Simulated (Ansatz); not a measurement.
A made-up structure of GeH3S (charge +1), closed shell:

```
5
angstrom
S 0.0523 -1.5907 0.6977
Ge -0.3812 0.4675 -0.3716
H 1.4365 -1.1878 1.1572
H -1.9010 0.6094 -1.1237
H 0.7934 1.7015 -0.3596
```

It is relaxed with PBE-D4/def2-SVP and then PBE0-D4/def2-TZVP (Ansatz 0.2.0). Atoms count as bonded within 1.22 times the sum of their covalent radii (H–H: 0.88 Å). The end point is not checked to be a true minimum.

Problem. Does its bonding change? (A judgement: the text doesn't fix the answer.)

Solution. By the calculation: No: no bond forms or breaks.

Where it ends: The first stage lowers the energy by 0.86 eV in 5 steps. It ends as GeH₃S ([SH][GeH2]), total charge +1:
```
atom    x (Å)    y (Å)    z (Å)
  S1   0.0468  -1.4202   0.6230
 Ge2  -0.3403   0.4174  -0.3318
  H3   1.2826  -1.0606   1.0333
  H4  -1.6973   0.5439  -1.0032
  H5   0.7082   1.5195  -0.3213
```

Labels in which every atom is bracketed show which atoms are joined, not bond orders.

For scale, one of the runs: PBE0-D4/def2-TZVP relaxation, 103 basis functions, launched by `ansatz run in.yaml --threads 2 --pin off --events-out ev --progress --plain --max-ram 4352MiB`. Hardware: 2 CPU threads of an Arm Neoverse V1, shared host. Wall time about 8.5 s.
